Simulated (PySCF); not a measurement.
## From computed data to an observable: refractive index and permittivity of the vapour

BF₂H₃O₂Si, SMILES OB(O)[SiH](F)F.

Coordinates come from a B3LYP-D3(BJ)/def2-SVP optimisation. This is a generated structure with no PubChem entry under its InChIKey; it may be hypothetical. Other conformers were not sampled.

PySCF with PBE/def2-TZVP gives a mean static polarisability of 46.6 bohr³ and a dipole moment of 2.10 D. Take an ideal gas at 298.15 K and 1 bar, whether or not the substance is that volatile.

Question: Work out n − 1 in the optical limit and the static ε − 1.

Answer: 
Polarisability volume α' = 46.6 × 0.148185 = 6.91 Å³. Number density N = p/kT = 2.43e-5 Å⁻³.
Dilute limit of Lorentz–Lorenz: n − 1 = 2π N α' = 0.0011.
Orientation term of Debye: μ²/(3kT) = 8.098 Å³ × μ²(D²) = 35.71 Å³.
ε − 1 = 4π N (α' + μ²/3kT) = 0.013. Orientation of the dipole supplies 84 % of the static response; it can't follow optical fields. Vibrational polarisation and dispersion are left out.
